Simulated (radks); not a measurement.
Results of a calculation; reference values are marked as such.
All-electron atom: In in [Kr] 4d10 5s1.5 5p1 6p0.5 (fractional occupations, a model configuration). Code: a radial shooting solver on a logarithmic mesh with Libxc functionals. Model: Dirac Kohn-Sham, PBE, spin-unpolarised, spherical densities, finite nucleus; open shells are shared between the two j in proportion to 2j + 1; Fermi nuclear charge, rms radius 4.6156 fm.

X-ray form factor f0, the Fourier transform of the density (f0(0) = 49):

| sin(theta)/lambda (1/angstrom) | f0 (electrons) |
|---|---|
| 0.05 | 47.590 |
| 0.1 | 45.390 |
| 0.15 | 42.575 |
| 0.2 | 39.635 |
| 0.25 | 36.766 |
| 0.3 | 34.049 |
| 0.4 | 29.254 |
| 0.5 | 25.448 |
| 0.6 | 22.575 |
| 0.8 | 18.734 |
| 1 | 16.035 |
| 1.25 | 13.089 |
| 1.5 | 10.517 |
| 2 | 7.120 |
